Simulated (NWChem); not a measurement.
C$_{3}$H$_{3}$ClF$_{2}$; SMILES C=C(Cl)C(F)F

```xyz
9

C     -1.7651    -0.2185    -0.3997
C     -0.4951    -0.2845    -0.0156
Cl     0.3721    -1.8019     0.1202
C      0.3473     0.9107     0.3622
F     -0.4020     2.0467     0.2743
F      1.4013     1.0319    -0.4952
H     -2.2558     0.7464    -0.4586
H     -2.3330    -1.1048    -0.6583
H      0.7463     0.8354     1.3798
```
Atoms are numbered in this order, from 1.

Program: NWChem. Geometry: optimised at B3LYP/6-31G* (spherical d).

For level PBE/def2-TZVP:

```yaml
highest occupied level (eV): -6.82
```

Problem. How do the values read with level LDA (Slater exchange, VWN5)/def2-TZVP instead?

Solution. highest occupied level (eV): -7.02
